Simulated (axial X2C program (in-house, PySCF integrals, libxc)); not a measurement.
## RuH⁺: properties at the nuclei

Computed with an axial X2C code built on PySCF integrals: two-component X2C with atomic mean-field Coulomb and Gaunt terms, Gaussian nuclei, basis Ru dyall-cv3z, H dyall-v3z with contracted cores.

R = 1.602 Å (near the PBE0 minimum at charge 1 of the determinant lowest at the starting distance; the state shown can have its own minimum elsewhere).

Input and command:
```json
{"zs": [44, 1], "q": 1, "bas": ["dyall-cv3z", "dyall-v3z"], "r0": 1.57, "levels": ["PBE0", "HF", "PBE50", "B3LYP", "TPSSh"], "nst": 3}
```
```bash
python soeom.py task.json out
```

Keys: zs atomic numbers; q charge; bas basis sets; r0 starting distance in Å; levels methods; nst determinants followed.

Determinant lowest in the PBE0 search, Ω = 3 (⟨Sz⟩ = 1.99, ⟨Lz⟩ = 1.01 at PBE0), spin on the atoms Ru 1.96, H 0.03:

| level | Eeff magnitude (GV/cm) | Ws magnitude Ru (kHz) | A∥/gI Ru (MHz) | qzz Ru (a.u.) | A∥/gI H (MHz) | qzz H (a.u.) |
| --- | --- | --- | --- | --- | --- | --- |
| PBE0 | 3.95 | 0.611 | 754 | -3.57 | 4.8 | 0.11 |
| HF | 3.87 | 0.581 | 486 | -3.60 | -4.15 | 0.13 |
| PBE50 | 4.35 | 0.668 | 657 | -3.65 | 4.09 | 0.11 |
| B3LYP | 3.77 | 0.584 | 792 | -3.58 | 5.32 | 0.11 |
| TPSSh | 3.8 | 0.583 | 764 | -3.56 | 5.49 | 0.11 |

Eeff is the effective electric field on the electron electric dipole moment in this Ω state and Ws the scalar–pseudoscalar constant of the nucleus named (defined with the proton number Z and per Ω); A∥ (defined per Ω) follows by multiplying with gI = μI/(I μN); qzz is the electric field gradient, eQq0 = 234.96 MHz × Q/barn × qzz. The operators were transformed with the bare-nucleus X2C matrices; with these basis sets, hyperfine constants and field gradients can be off by tens of per cent, and where levels differ in sign neither size nor sign is settled.

Q: With gI(101Ru) = -0.2880, Q(101Ru) = 0.457 barn (g factors from the IAEA table of nuclear moments by Stone; Q from Pyykkö, Mol. Phys. 2018), turn the PBE0 values of the first state into constants in MHz.

A: A∥(101Ru) = 754 × -0.2880 = -217 MHz; eQq0(101Ru) = 234.96 × (0.457) × (-3.57) = -383 MHz.

Each state is one determinant with collinear spin, which with several unpaired electrons need not be a pure state. Unrestricted Hartree–Fock can overshoot spin polarisation at the nuclei. With several open shells hyperfine constants can be off by a factor of several. Open-shell Ω = 0 determinants with evenly filled partner blocks cannot be reached by this program, so the Ω shown need not be the lowest component. At B3LYP, HF, PBE50 a later determinant lies lower. States lie within half an eV, so the first need not be the ground state. Further determinants of the search, some of them spin-mixed, are not shown.
